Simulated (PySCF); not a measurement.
Two species compared at the same levels of theory.

First species: C₅H₄N₂OS.
InChI=1S/C5H4N2OS/c1-3-4-5(8-2)6-7-9-4/h1H,2H3

Second species: C₂H₇NOSi.
Z-matrix (Å and degrees, GFN2-xTB geometry), rows numbered from 1:
```
N 
C   1  1.2527
C   2  1.4981  1  120.60
O   3  1.3928  2  110.22  1   161.27
Si  4  1.6220  3  129.01  2  -170.66
H   1  1.0174  2  115.56  3   179.02
H   2  1.0978  1  126.08  3  -179.76
H   3  1.0998  2  108.32  1   -78.45
H   3  1.0957  2  109.58  1    38.28
H   5  1.4522  4   98.85  3   177.90
H   5  1.4664  4  111.27  3   -62.43
H   5  1.4655  4  110.79  3    57.65
```

Levels: CAM-B3LYP/def2-SVPD for dipole moment, HOMO energy, LUMO energy, HOMO–LUMO gap, static isotropic polarisability and electronic spatial extent ⟨r²⟩ about the centre of nuclear charge; TDDFT CAM-B3LYP/def2-SVPD for lowest singlet excitation; TDA CAM-B3LYP/def2-SVPD for lowest triplet excitation (Tamm–Dancoff); GFN2-xTB for rotational constant A and rotational constant C. Geometries: GFN2-xTB. All species are isolated and taken at one optimised geometry, non-relativistic unless stated. Electronic properties by PySCF.

Dipoles, sizes and rotational constants follow the conformer. The torsions of the flexible species, by atom-mapped SMILES:
- `[CH:1]#[C:2][c:3]1[s:4][n:5][n:6][c:7]1[O:8][CH3:9]`: N6–C7–O8–C9 0°
- `[H]/[N:1]=[CH:2]/[CH2:3][O:4][SiH3:5]`: N1–C2–C3–O4 161°, C2–C3–O4–Si5 -171°

Values for the first species:

* Dipole moment: 1.99 D
* HOMO energy: -8.16 eV
* LUMO energy: -1.14 eV
* HOMO–LUMO gap: 7.02 eV
* Lowest singlet excitation: 3.88 eV
* Lowest triplet excitation (Tamm–Dancoff): 2.73 eV
* Static isotropic polarisability: 96.7 au
* Electronic spatial extent ⟨r²⟩ about the centre of nuclear charge: 1328 bohr²
* Rotational constant A: 1.850 GHz
* Rotational constant C: 0.818 GHz

**Question.** Estimate the same properties for the second species, and the change in each.

**Answer.** 
| property | first | second | second less first |
| --- | --- | --- | --- |
| dipole moment | 1.99 D | 0.98 D | -1.01 D |
| HOMO energy | -8.16 eV | -9.09 eV | -0.93 eV |
| LUMO energy | -1.14 eV | 0.75 eV | +1.89 eV |
| HOMO–LUMO gap | 7.02 eV | 9.84 eV | +2.82 eV |
| lowest singlet excitation | 3.88 eV | 5.22 eV | +1.34 eV |
| lowest triplet excitation (Tamm–Dancoff) | 2.73 eV | 4.42 eV | +1.69 eV |
| static isotropic polarisability | 96.7 au | 62.4 au | -34.3 au |
| electronic spatial extent ⟨r²⟩ about the centre of nuclear charge | 1328 bohr² | 799 bohr² | -529 bohr² |
| rotational constant A | 1.850 GHz | 24.647 GHz | +22.797 GHz |
| rotational constant C | 0.818 GHz | 1.471 GHz | +0.653 GHz |

On the first: The vertical singlet–triplet gap S1 − T1 is 1.15 eV (TDDFT singlet less Tamm–Dancoff triplet; S1: HOMO−1→LUMO, weight 0.95; T1: HOMO→LUMO, weight 0.94).

On the second: The principal polarisabilities are 51.5, 57.7 and 78.0 au; their mean is the isotropic value. S1 lies 4.62 eV below the HOMO–LUMO gap; its leading configuration is HOMO→LUMO, weight 0.81.
